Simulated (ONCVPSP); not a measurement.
## Scattering properties, ONCV potential for As (Z = 33)

| Quantity | Value |
| --- | --- |
| Element | arsenic |
| Generator | ONCVPSP 4.0.1 |
| Type | optimised norm-conserving Vanderbilt (ONCV) |
| Functional | PBE |
| Relativity | scalar-relativistic |
| Frozen core | [Ne] |
| Valence charge | 23 |
| Reference configuration | 3s2 3p6 3d10 4s2 4p3 |
| Partial waves | 3s+4s: rc 1.00 bohr, ncon 3, nbas 7, qcut 13.6 1/bohr, 2 projectors; 3p+4p: rc 1.00 bohr, ncon 3, nbas 8, qcut 10.9 1/bohr, 3 projectors, debl 0.8 Ha; 3d: rc 1.00 bohr, ncon 4, nbas 9, qcut 13.5 1/bohr, 2 projectors, debl 0.7 Ha |
| Local potential | polynomial inside 0.75 bohr (lpopt 1, dvloc0 3 Ha) |
| Core correction | Teter function, fcfact 4.25, rcfact 1.15 |

In the d channel the program set the typed energies aside and used -1.494, 0.250 Ha.

The phase is arctan(r·R′/R) of the radial function R(r), unwrapped; energies in Ha, scanned from -8 to 5 Ha. A pole is an energy at which the radial function vanishes at the test radius. The pseudo phase is shifted by a multiple of π to meet the all-electron one at the reference energy, and phase errors are pseudo minus all-electron; the curves can meet again beyond the range given. Levels narrower than the energy grid can be missing from the lists of poles.

```csv
channel,radius (bohr),reference energy (Ha),"poles, all-electron","poles, pseudo",unbroken range about the reference energy with phases within 0.05 rad,phase error 1 Ha above the reference energy (rad)
s,1.02,-0.53,-5.97,-5.97,the whole range,+0.000
p,1.02,-0.19,-3.75,-3.75,the whole range,+0.000
d,1.02,-1.49,-0.22,-0.22,the whole range,-0.000
```

Phases in the d channel:

| E (Ha) | all-electron | pseudo |
| --- | --- | --- |
| -7.96 | 1.214 | 1.214 |
| -7.60 | 1.199 | 1.200 |
| -7.24 | 1.183 | 1.183 |
| -6.88 | 1.165 | 1.165 |
| -6.52 | 1.144 | 1.144 |
| -6.16 | 1.120 | 1.120 |
| -5.80 | 1.091 | 1.091 |
| -5.44 | 1.056 | 1.056 |
| -5.08 | 1.013 | 1.013 |
| -4.72 | 0.959 | 0.959 |
| -4.36 | 0.888 | 0.888 |
| -4.00 | 0.792 | 0.792 |
| -3.64 | 0.655 | 0.655 |
| -3.28 | 0.451 | 0.451 |
| -2.92 | 0.149 | 0.149 |
| -2.56 | -0.255 | -0.255 |
| -2.20 | -0.666 | -0.666 |
| -1.84 | -0.984 | -0.984 |
| -1.48 | -1.200 | -1.200 |
| -1.12 | -1.348 | -1.348 |
| -0.76 | -1.455 | -1.455 |
| -0.40 | -1.536 | -1.536 |
| -0.04 | -1.603 | -1.603 |
| 0.32 | -1.659 | -1.659 |
| 0.68 | -1.710 | -1.710 |
| 1.04 | -1.757 | -1.757 |
| 1.40 | -1.804 | -1.804 |
| 1.76 | -1.852 | -1.852 |
| 2.12 | -1.903 | -1.903 |
| 2.48 | -1.958 | -1.958 |
| 2.84 | -2.021 | -2.021 |
| 3.20 | -2.095 | -2.094 |
| 3.56 | -2.183 | -2.182 |
| 3.92 | -2.292 | -2.290 |
| 4.28 | -2.429 | -2.425 |
| 4.64 | -2.600 | -2.594 |
| 5.00 | -2.812 | -2.802 |
